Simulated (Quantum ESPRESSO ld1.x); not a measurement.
Values are calculated unless marked as measured or tabulated.
Q: The gadolinium ion Gd39+, configuration [Ar] 3d7. Level of theory: scalar-relativistic Kohn-Sham, LDA (Slater exchange, Perdew-Wang correlation), spin-polarised, spherical densities, point nucleus; open shells are filled with parallel spins first (ld1.x of Quantum ESPRESSO 7.5). Some entries of the table are withheld. Estimate them.

orbital,occ.,eigenvalue (eV),r(max) (bohr)
1s up,1,-51969.9,0.014
1s down,1,-51969.6,0.014
2s up,1,-10137.2,0.079
2s down,1,-10125.7,0.079
2p up,3,-9238.13,0.064
2p down,3,-9228.96,0.064
3s up,1,-3527.40,0.219
3s down,1,-3515.13,0.219
3p up,3,(1),0.214
3p down,3,(2),0.214
3d up,5,-2910.05,(3)
3d down,2,-2894.93,(4)
4s up,0,-1747.84,0.457
4s down,0,-1743.67,0.461
4p up,0,(5),0.465
4p down,0,(6),0.465

A: 
(1) 3p up eigenvalue (eV): -3249.34
(2) 3p down eigenvalue (eV): -3236.90
(3) 3d up r(max) (bohr): 0.172
(4) 3d down r(max) (bohr): 0.174
(5) 4p up eigenvalue (eV): -1639.12
(6) 4p down eigenvalue (eV): -1635.01
